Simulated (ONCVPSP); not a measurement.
**How hard is this chromium (Cr) ONCV potential?**

Cr (Z = 24), optimised norm-conserving Vanderbilt (ONCV), made with ONCVPSP 4.0.1 (PBE, scalar-relativistic). Core [Ne], reference 3s2 3p6 3d4 (charge +2). Waves: 3s: rc 1.50 bohr, ncon 4, nbas 8, qcut 10.3 1/bohr, 2 projectors, debl 0.8 Ha; 3p: rc 1.25 bohr, ncon 4, nbas 7, qcut 9.6 1/bohr, 1 projector; 3d: rc 1.70 bohr, ncon 5, nbas 10, qcut 9.4 1/bohr, 1 projector. Local part: polynomial inside 1.00 bohr (lpopt 5, dvloc0 6 Ha). Core correction: polynomial model core, fcfact 0.55.

In the s channel the program set the typed energies aside and used -3.497, 0.250 Ha.

**Question.** For each optimised wave give the share of its norm inside rc, the residual kinetic energy above qcut (Ha) and the cutoffs (Ha) for errors of 10, 1, 0.1 and 0.01 mHa per electron.

**Answer.**

```tsv
wave	norm inside rc	residual KE	10 mHa	1 mHa	0.1 mHa	0.01 mHa
3s	0.947	1.6e-08	21.0	29.1	35.6	40.9
s projector 2	0.053	1.6e-08	13.7	26.0	34.1	40.7
3p	0.803	5.4e-07	20.3	26.2	31.2	35.2
3d	0.803	1.1e-05	29.7	35.6	39.9	44.9
```

The occupied waves need 36 Ha and 40 Ha for 1 and 0.1 mHa.
